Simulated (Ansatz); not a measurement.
Br$_{2}$ClIn (`[Cl][In]([Br])[Br]`). The species carries charge 0 and has multiplicity 1. In takes the def2 core potential. Geometry: relaxed with PBE0-D4/def2-TZVP.

```xyz
4

Cl    2.304   -0.255    0.134
In    0.023   -0.003    0.001
Br   -1.082   -0.230   -2.155
Br   -1.245    0.488    2.020
```

Question: What is the dipole moment at B3LYP/def2-TZVPP? (Estimate.)

Answer: Ansatz gave: 0.43 D, with components (-0.42, 0.05, -0.02) D in this frame, pointing from negative to positive charge.

Question: And with PBE, r2SCAN, ωB97M-V? (Best estimate.)

Answer: Computed: PBE 0.42 D, r2SCAN 0.42 D, ωB97M-V 0.39 D.

Question: Give the Mulliken charges with B3LYP, r2SCAN, ωB97M-V in def2-TZVPP. (Estimate.)

Answer: The calculation gave: 
| atom | B3LYP | r2SCAN | ωB97M-V |
| --- | --- | --- | --- |
| Cl1 | -0.32 | -0.33 | -0.29 |
| In2 | 0.88 | 0.89 | 0.82 |
| Br3 | -0.28 | -0.28 | -0.26 |
| Br4 | -0.28 | -0.28 | -0.26 |

B3LYP here is the variant with VWN-RPA as its local correlation; programs differ in this.
